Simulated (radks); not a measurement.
The numbers below are computed, except where a source is named.
Spherical quantum dot in the effective-mass picture: electrons in a hard-walled sphere of radius 4.86, all in effective atomic units (hartree* = m*/eps^2 hartree, bohr* = eps/m* bohr), one dielectric constant everywhere. Level of theory: non-relativistic Kohn-Sham, PBEsol, spin-polarised, spherical densities (a radial shooting solver with Libxc functionals). Levels are named by radial order and angular momentum (1s, 1p, 1d, 2s, ...), and open shells are averaged over m. Results are scaled to m* = 0.096 and eps = 10.5, for which hartree* = 23.69 meV and bohr* = 5.788 nm. Each electron was tried in the lowest free levels, single moves between levels near the top were tried too, and the lowest total energy was kept; such a search can miss a lower state. At N = 1 the Hartree and exchange-correlation terms need not cancel, so that row can carry a self-interaction error.

N        open shells  2S  E (meV)  mu = E(N) - E(N-1) (meV)  addition energy mu(N+1) - mu(N) (meV)  rms radius (nm)
1   1s(up 1, down 0)   1  4.99591                    4.9959                                  7.551            15.13
2               none   0  17.5433                    12.547                                  10.26            15.97
3   1p(up 1, down 0)   1  40.3490                    22.806                                  5.968            17.00
4   1p(up 2, down 0)   2  69.1229                    28.774                                  6.096            17.59
5   1p(up 3, down 0)   3  103.993                    34.870                                  7.682            18.01
6   1p(up 3, down 1)   2  146.545                    42.552                                  5.792            18.34
7   1p(up 3, down 2)   1  194.889                    48.344                                  5.917            18.61
8               none   0  249.149                    54.261                                  10.97            18.84
9   1d(up 1, down 0)   1  314.376                    65.227                                  5.786            19.11
10  1d(up 2, down 0)   2  385.390                    71.013                                  5.812            19.33
11  1d(up 3, down 0)   3  462.214                    76.825                                  5.824            19.52
12  1d(up 4, down 0)   4  544.863                    82.649                                  5.829            19.69
13  1d(up 5, down 0)   5  633.342                    88.478                                  7.328            19.84
14  1d(up 5, down 1)   4  729.148                    95.806                                  5.685            19.98
15  1d(up 5, down 2)   3  830.639                    101.49                                  5.714            20.10
16  1d(up 5, down 3)   2  937.845                    107.21                                  5.730            20.21
17  1d(up 5, down 4)   1  1050.78                    112.94                                  5.739            20.32
18              none   0  1169.45                    118.67                                  11.82            20.41
19  1f(up 1, down 0)   1  1299.95                    130.49                                  5.655            20.52
20  1f(up 2, down 0)   2  1436.10                    136.15                                  5.661            20.62
21  1f(up 3, down 0)   3  1577.91                    141.81                                  5.665            20.71
22  1f(up 4, down 0)   4  1725.38                    147.48                                  5.667            20.80
23  1f(up 5, down 0)   5  1878.52                    153.14                                  5.668            20.88
24  1f(up 6, down 0)   6  2037.33                    158.81                                  5.668            20.95
25  1f(up 7, down 0)   7  2201.81                    164.48                                  7.104            21.03
26  1f(up 7, down 1)   6  2373.40                    171.58                                  5.592            21.09
27  1f(up 7, down 2)   5  2550.57                    177.17                                  5.599            21.16
28  1f(up 7, down 3)   4  2733.34                    182.77                                  5.605            21.22
29  1f(up 7, down 4)   3  2921.72                    188.38                                  5.608            21.27
30  1f(up 7, down 5)   2  3115.71                    193.99                                  5.611            21.33
31  1f(up 7, down 6)   1  3315.31                    199.60                                  5.612            21.38
32              none   0  3520.52                    205.21                                  12.78            21.43
33  1g(up 1, down 0)   1  3738.51                    217.99                                  5.560            21.49
34  1g(up 2, down 0)   2  3962.06                    223.55                                  5.561            21.54
35  1g(up 3, down 0)   3  4191.17                    229.11                                  5.562            21.59
36  1g(up 4, down 0)   4  4425.85                    234.68                                  5.563            21.64
37  1g(up 5, down 0)   5  4666.09                    240.24                                      -            21.69

All shells are closed at N = 2, 8, 18, 32 (there: 1s2 1p6 1d10 1f14); the second difference of the energy has clear peaks (12 % above both neighbours; the first and last values, which can be the largest, are not judged, and half-filled shells can peak too) at N = 2, 5, 8, 13, 18, 25, 32.
